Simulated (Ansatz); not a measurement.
Coupled-cluster diagnostics for Sn4H2, Ansatz.

Geometry of the singlet (PBE0-D4/def2-SVP):

```xyz
6

Sn   -0.411    0.923   -1.279
Sn   -1.458    1.205    1.377
Sn    0.673   -1.659   -2.027
Sn   -0.353   -1.442    0.635
H     0.136    1.953    1.648
H     1.414   -0.980   -0.355
```

In the def2 sets Sn takes a core potential; there is no spin–orbit coupling. Correlated methods freeze 16 core orbitals; core or outer-core shells of Sn are correlated, in sets that lack core-valence functions. Another isomer (singlet) lies 0.03 eV lower at PBE-D4/def2-TZVP; other spin states weren't run for this one.

(1) Estimate the CCSD(T) correlation energy, the shares of MP2 and (T), T1 and the reference's ⟨S²⟩ for: charge 0, singlet, own geometry in def2-SVP; and the rough time on 4 threads of Arm Neoverse V1 on a shared host.

Answers

(1) 
| state | basis | correlation (eV) | MP2 share (%) | (T) share (%) | T1 | ⟨S²⟩ (pure) | wall time |
| --- | --- | --- | --- | --- | --- | --- | --- |
| charge 0, singlet, own geometry | def2-SVP | -12.772 | 87.3 | 5.6 | 0.016 | 0.00 (0.00) | 22 s |
Customary marks for T1 are 0.02 (closed shells), 0.045 (open shells) and about 0.05 (3d metals). T1 stays under 0.02 throughout.
